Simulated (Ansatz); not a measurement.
`[CH3][GeH2][SiH2]Cl` + H₂S → `[CH3][GeH2][SH]` + `[SiH3]Cl`  (cleavage of the Ge–Si bond)

Isolated molecules relaxed with PBE0-D4/def2-TZVP in Ansatz; ΔE leaves out vibrations. CCSD(T)/CBS adds triple-zeta CCSD(T) − MP2 to the extrapolated MP2 energy (def2 sets, frozen cores). This one scheme is used for every species. DFT in def2-TZVPP. B3LYP here is the variant with VWN-RPA as its local correlation; programs differ in this. For Ge outer-core shells are correlated without core-valence functions, which leaves a few kJ/mol of doubt a bond. Scalar relativity is left out up to krypton. Each species was taken in one conformer, which may not be the lowest.

```csv
species,B3LYP-D4 energy (Eh)
`[CH3][GeH2][SiH2]Cl`,-2869.21058
H₂S,-399.42766
`[CH3][GeH2][SH]`,-2517.04750
`[SiH3]Cl`,-751.60267
```

Problem. Work out ΔE.

Solution. ΔE = (-2517.04750) + (-751.60267) − (-2869.21058) − (-399.42766) = -0.01193 Eh = -31.3 kJ/mol. CCSD(T)/CBS gives -32.3 kJ/mol.

Largest T1 diagnostic among the species: 0.010.

The D4 term adds +4.0 kJ/mol with B3LYP and +2.6 kJ/mol with PBE0; it sums over pairs of atoms, weighted by their polarisabilities, and B3LYP, whose exchange is more repulsive, gets the larger term. In def2-TZVPP, CCSD(T) changes the Hartree–Fock value by +16.6 kJ/mol (the triples alone add +1.0 kJ/mol) and MP2 by +11.2 kJ/mol.
